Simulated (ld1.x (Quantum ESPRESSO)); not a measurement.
**strontium (Sr), ultrasoft: configuration errors across variants**

```json
{"Element": "strontium (Sr)", "Generator": "ld1.x (Quantum ESPRESSO) 7.5", "Type": "ultrasoft", "Functional": "PBE", "Relativity": "scalar-relativistic", "Frozen core": "[Ar] 3d10", "Valence charge": "10", "Reference configuration": "4s2 4p6 4d0 5s1.75 5p0.25", "Partial waves": "4s (bound): rcut 2.00, rcutus 2.50 bohr; 5s (bound): rcut 2.00, rcutus 2.50 bohr; 4p (bound): rcut 2.45, rcutus 2.75 bohr; 5p (bound): rcut 2.45, rcutus 2.75 bohr; 4d (bound, empty): rcut 2.40, rcutus 3.30 bohr; 4d channel at 1.15 Ry: rcut 2.40, rcutus 3.30 bohr; 4f channel at 0.45 Ry: rcut 2.10, rcutus 2.70 bohr; 4f channel at 2.4 Ry: rcut 2.10, rcutus 2.70 bohr", "Local potential": "all-electron potential smoothed inside 2.50 bohr (lloc = -2)", "Core correction": "a·sin(br)/r model core inside 2.45 bohr", "Augmentation charge": "PSQ, inside the norm-conserving radii"}
```

All-electron excitation energies from the reference (eV): (1) 4s2 4p6 4d0 5s2 5p0 -0.564; (2) 4s2 4p6 4d0 5s1 5p0 5.321; (3) 4s2 4p6 4d0 5s0 5p0 16.328; (4) 4s2 4p6 4d1 5s0 5p0 7.085; (5) 4s2 4p6 4d0 5s1.5 5p0 1.775; (6) 4s2 4p6 4d1 5s1 5p0 1.761.

Tests that are not counted but printed errors over 1 eV. “base”: 4s2 4p5 4d0 5s2 5p0 (solver errors, printed error -476 eV). “waves 4d (bound): rcut 2.00, rcutus 2.12 bohr; 4d channel at 1.15 Ry: rcut 2.00, rcutus 2.12 bohr”: 4s2 4p5 4d0 5s2 5p0 (solver errors, printed error -476 eV). “waves 4d (bound): rcut 2.40, rcutus 2.76 bohr; 4d channel at 1.15 Ry: rcut 2.40, rcutus 2.76 bohr”: 4s2 4p5 4d0 5s2 5p0 (solver errors, printed error -476 eV). “waves 4d (bound): rcut 2.40, rcutus 3.06 bohr; 4d channel at 1.15 Ry: rcut 2.40, rcutus 3.06 bohr”: 4s2 4p5 4d0 5s2 5p0 (solver errors, printed error -476 eV). “waves 4d (bound): rcut 2.40, rcutus 3.92 bohr; 4d channel at 1.15 Ry: rcut 2.40, rcutus 3.92 bohr”: 4s2 4p5 4d0 5s2 5p0 (solver errors, printed error -476 eV).

Errors AE − PS in meV (a dash: test not solved or not reliable):

```tsv
change	(1)	(2)	(3)	(4)	(5)	(6)	bound ghosts
base	-0.7	-0.1	-4.4	-8.1	-0.3	-2.5	none
waves 4d (bound): rcut 2.00, rcutus 2.12 bohr; 4d channel at 1.15 Ry: rcut 2.00, rcutus 2.12 bohr	-0.7	-0.1	-4.4	-5.0	-0.3	-2.2	none
waves 4d (bound): rcut 2.40, rcutus 2.76 bohr; 4d channel at 1.15 Ry: rcut 2.40, rcutus 2.76 bohr	-0.7	-0.1	-4.4	-8.8	-0.3	-4.0	none
waves 4d (bound): rcut 2.40, rcutus 3.06 bohr; 4d channel at 1.15 Ry: rcut 2.40, rcutus 3.06 bohr	-0.7	-0.1	-4.4	-9.0	-0.3	-2.8	none
waves 4d (bound): rcut 2.40, rcutus 3.92 bohr; 4d channel at 1.15 Ry: rcut 2.40, rcutus 3.92 bohr	-0.7	-0.1	-4.4	-8.3	-0.3	-2.5	none
waves 4d (bound): rcut 2.40, rcutus 4.50 bohr; 4d channel at 1.15 Ry: rcut 2.40, rcutus 4.50 bohr	-0.7	-0.1	-4.4	-9.3	-0.3	-2.4	none
waves 4d (bound): rcut 2.40, rcutus 4.96 bohr; 4d channel at 1.15 Ry: rcut 2.40, rcutus 4.96 bohr	-0.7	-0.1	-4.4	-11	-0.3	-2.2	none
```

Task: Give the same row for: waves 4d (bound): rcut 2.40, rcutus 3.52 bohr; 4d channel at 1.15 Ry: rcut 2.40, rcutus 3.52 bohr.

Result: -0.7, -0.1, -4.4, -9.0, -0.3, -2.4; bound ghosts: none. Not counted: 4s2 4p5 4d0 5s2 5p0 (solver errors, printed error -476 eV).
